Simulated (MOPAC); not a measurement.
Input file for MOPAC: PM3 on C3H9Cl (a complex).

```
PM3 1SCF PRECISE CHARGE=0 THREADS=1
C3H9Cl

C     -0.67173637 1    -0.91113849 1     0.84014473 1
Cl    -0.84297385 1     0.87418651 1     0.79900366 1
H     -0.58797957 1    -1.26875247 1    -0.18153443 1
H      0.22178746 1    -1.15511480 1     1.40631480 1
H     -1.55089701 1    -1.32722810 1     1.32200514 1
C      0.74123171 1     0.34103940 1     4.30954020 1
C     -0.60887348 1    -0.35674340 1     4.44465911 1
H      1.06351248 1     0.38570690 1     3.26780942 1
H      1.51610441 1    -0.17584861 1     4.87940635 1
H      0.69153905 1     1.36849079 1     4.67465788 1
H     -1.37381332 1     0.15316069 1     3.85673849 1
H     -0.94414718 1    -0.37544933 1     5.48350042 1
H     -0.55886005 1    -1.39206812 1     4.09986952 1
```

Output:

```
*******************************************************************************
 **                                                                           **
 **                              MOPAC v23.2.5                                **
 **                                                                           **
 *******************************************************************************
 ** MOPAC's Digital Object Identifier: https://doi.org/10.5281/zenodo.6511958 **
 **                                                                           **
 ** Please cite the open-source release paper for use of this MOPAC version:  **
 ** J. E. Moussa and J. J. P. Stewart (2026)                                  **
 ** MOPAC: An open-source semiempirical molecular orbital program             **
 ** J. Open Source Softw., 11(119), 8025, https://doi.org/10.21105/joss.08025 **
 *******************************************************************************

                              PM3 CALCULATION RESULTS

 *******************************************************************************
 *  PM3        - The PM3 Hamiltonian to be used
 *
 *
 *
 *                 CHARGE ON SYSTEM = 0
 *
 *
 *
 *  PRECISE    - TIGHTER CRITERIA TO BE USED
 *  1SCF       - DO 1 SCF AND THEN STOP
 *  THREADS=1  - MULTI-THREADING NOT USED
 *  T=         - A TIME OF 172800.0 SECONDS REQUESTED
 *  DUMP=N     - RESTART FILE WRITTEN EVERY 7200.0 SECONDS REQUESTED
 *******************************************************************************
PM3 1SCF PRECISE CHARGE=0 THREADS=1
 C3H9Cl

   ATOM   CHEMICAL          X               Y               Z
  NUMBER   SYMBOL      (ANGSTROMS)     (ANGSTROMS)     (ANGSTROMS)

     1       C         -0.67173637  *  -0.91113849  *   0.84014473  *
     2      Cl         -0.84297385  *   0.87418651  *   0.79900366  *
     3       H         -0.58797957  *  -1.26875247  *  -0.18153443  *
     4       H          0.22178746  *  -1.15511480  *   1.40631480  *
     5       H         -1.55089701  *  -1.32722810  *   1.32200514  *
     6       C          0.74123171  *   0.34103940  *   4.30954020  *
     7       C         -0.60887348  *  -0.35674340  *   4.44465911  *
     8       H          1.06351248  *   0.38570690  *   3.26780942  *
     9       H          1.51610441  *  -0.17584861  *   4.87940635  *
    10       H          0.69153905  *   1.36849079  *   4.67465788  *
    11       H         -1.37381332  *   0.15316069  *   3.85673849  *
    12       H         -0.94414718  *  -0.37544933  *   5.48350042  *
    13       H         -0.55886005  *  -1.39206812  *   4.09986952  *



          CARTESIAN COORDINATES

    NO.       ATOM           X           Y           Z

     1         C         -0.6717     -0.9111      0.8401
     2        Cl         -0.8430      0.8742      0.7990
     3         H         -0.5880     -1.2688     -0.1815
     4         H          0.2218     -1.1551      1.4063
     5         H         -1.5509     -1.3272      1.3220
     6         C          0.7412      0.3410      4.3095
     7         C         -0.6089     -0.3567      4.4447
     8         H          1.0635      0.3857      3.2678
     9         H          1.5161     -0.1758      4.8794
    10         H          0.6915      1.3685      4.6747
    11         H         -1.3738      0.1532      3.8567
    12         H         -0.9441     -0.3754      5.4835
    13         H         -0.5589     -1.3921      4.0999

  H: (PM3): J. J. P. STEWART, J. COMP. CHEM. 10, 209 (1989).
  C: (PM3): J. J. P. STEWART, J. COMP. CHEM. 10, 209 (1989).
 Cl: (PM3): J. J. P. STEWART, J. COMP. CHEM. 10, 209 (1989).

           Empirical Formula: C3 H9 Cl  =    13 atoms



      MOLECULAR POINT GROUP   :   C1


      RHF CALCULATION, NO. OF DOUBLY OCCUPIED LEVELS = 14


 -------------------------------------------------------------------------------
 PM3 1SCF PRECISE CHARGE=0 THREADS=1
 C3H9Cl



     1SCF WAS SPECIFIED, SO BFGS WAS NOT USED
     SCF FIELD WAS ACHIEVED


                              PM3 CALCULATION
                                                       MOPAC v23.2.5 Linux




          FINAL HEAT OF FORMATION =        -32.79012 KCAL/MOL =    -137.19387 KJ/MOL


          COSMO AREA              =        134.52 SQUARE ANGSTROMS
          COSMO VOLUME            =        121.62 CUBIC ANGSTROMS

          IONIZATION POTENTIAL    =         10.505757 EV
          HOMO LUMO ENERGIES (EV) =        -10.506  1.175
          NO. OF FILLED LEVELS    =         14
          MOLECULAR WEIGHT        =         80.5571         POINT GROUP:  C1

          MOLECULAR DIMENSIONS (Angstroms)

            Atom       Atom       Distance
            H    12    H     3     5.74608
            H     9    H     5     3.34133
            H    13   Cl     2     2.79144


          SCF CALCULATIONS        =          1





   ATOM   CHEMICAL          X               Y               Z
  NUMBER   SYMBOL      (ANGSTROMS)     (ANGSTROMS)     (ANGSTROMS)

     1       C         -0.67173637  *  -0.91113849  *   0.84014473  *
     2      Cl         -0.84297385  *   0.87418651  *   0.79900366  *
     3       H         -0.58797957  *  -1.26875247  *  -0.18153443  *
     4       H          0.22178746  *  -1.15511480  *   1.40631480  *
     5       H         -1.55089701  *  -1.32722810  *   1.32200514  *
     6       C          0.74123171  *   0.34103940  *   4.30954020  *
     7       C         -0.60887348  *  -0.35674340  *   4.44465911  *
     8       H          1.06351248  *   0.38570690  *   3.26780942  *
     9       H          1.51610441  *  -0.17584861  *   4.87940635  *
    10       H          0.69153905  *   1.36849079  *   4.67465788  *
    11       H         -1.37381332  *   0.15316069  *   3.85673849  *
    12       H         -0.94414718  *  -0.37544933  *   5.48350042  *
    13       H         -0.55886005  *  -1.39206812  *   4.09986952  *

                             CARTESIAN COORDINATES

   1    C       -0.671736370    -0.911138490     0.840144730
   2   Cl       -0.842973850     0.874186510     0.799003660
   3    H       -0.587979570    -1.268752470    -0.181534430
   4    H        0.221787460    -1.155114800     1.406314800
   5    H       -1.550897010    -1.327228100     1.322005140
   6    C        0.741231710     0.341039400     4.309540200
   7    C       -0.608873480    -0.356743400     4.444659110
   8    H        1.063512480     0.385706900     3.267809420
   9    H        1.516104410    -0.175848610     4.879406350
  10    H        0.691539050     1.368490790     4.674657880
  11    H       -1.373813320     0.153160690     3.856738490
  12    H       -0.944147180    -0.375449330     5.483500420
  13    H       -0.558860050    -1.392068120     4.099869520


           Empirical Formula: C3 H9 Cl  =    13 atoms



      MOLECULAR POINT GROUP   :   C1


                  EIGENVALUES
 -55.18367 -34.29074 -27.95509 -23.11333 -15.43887 -15.20167 -14.87979 -14.61711
 -13.69066 -13.61898 -12.07953 -12.05742 -10.51267 -10.50576   1.17515   3.55700
   3.79059   3.82591   3.87790   4.07867   4.10362   4.37890   4.80547   4.91178
   4.94162


              NET ATOMIC CHARGES AND DIPOLE CONTRIBUTIONS

  ATOM NO.   TYPE          CHARGE      No. of ELECS.   s-Pop       p-Pop
    1          C          -0.075025        4.0750     1.16479     2.91023
    2         Cl          -0.080659        7.0807     1.98286     5.09780
    3          H           0.051135        0.9489     0.94887
    4          H           0.053704        0.9463     0.94630
    5          H           0.051759        0.9482     0.94824
    6          C          -0.108832        4.1088     1.13588     2.97295
    7          C          -0.110275        4.1103     1.13657     2.97371
    8          H           0.037146        0.9629     0.96285
    9          H           0.035111        0.9649     0.96489
   10          H           0.038128        0.9619     0.96187
   11          H           0.040026        0.9600     0.95997
   12          H           0.036798        0.9632     0.96320
   13          H           0.030985        0.9690     0.96901
 DIPOLE           X         Y         Z       TOTAL
 POINT-CHG.     0.089    -0.894     0.010     0.898
 HYBRID         0.047    -0.517     0.017     0.519
 SUM            0.135    -1.411     0.027     1.417


          ATOMIC ORBITAL ELECTRON POPULATIONS

     Atom    s        px        py        pz
    1  C   1.16479   1.02002   0.87000   1.02021
    2 Cl   1.98286   1.98831   1.11410   1.99539
    3  H   0.94887
    4  H   0.94630
    5  H   0.94824
    6  C   1.13588   0.96614   0.99876   1.00805
    7  C   1.13657   0.97160   0.99268   1.00943
    8  H   0.96285
    9  H   0.96489
   10  H   0.96187
   11  H   0.95997
   12  H   0.96320
   13  H   0.96901

 **********************
 *                    *
 * JOB ENDED NORMALLY *
 *                    *
 **********************




 == MOPAC DONE ==
```

The run finished.

Cost: around 0.04 core-seconds (rough).
